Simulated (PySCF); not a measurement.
Vertical excitations of a molecule CH6FNOSi2 from PySCF 2.14.0 with TDDFT-PBE/def2-SVPD, as energy in eV (oscillator strength): 5.60 (0.004), 6.16 (0.017), 6.18 (0.003), 6.43 (0.012), 6.52 (0.014), 6.74 (0.010), 6.94 (0.021), 7.02 (0.001), 7.08 (0.022), 7.12 (0.012). Lowest triplet (TDA): 5.36 eV. The structure is a stationary point at PBE-D3(BJ)/def2-SVP. Other conformers were not sampled.

Question: Which molecule gave these data?
A) O[Si@]1(F)CN[SiH2]1
B) CN1[SiH2]O[Si@@H]1F
C) O[SiH2]/C=N/[SiH2]F
D) F[Si@H]1N[SiH2]CO1

Answer: D, F[Si@H]1N[SiH2]CO1
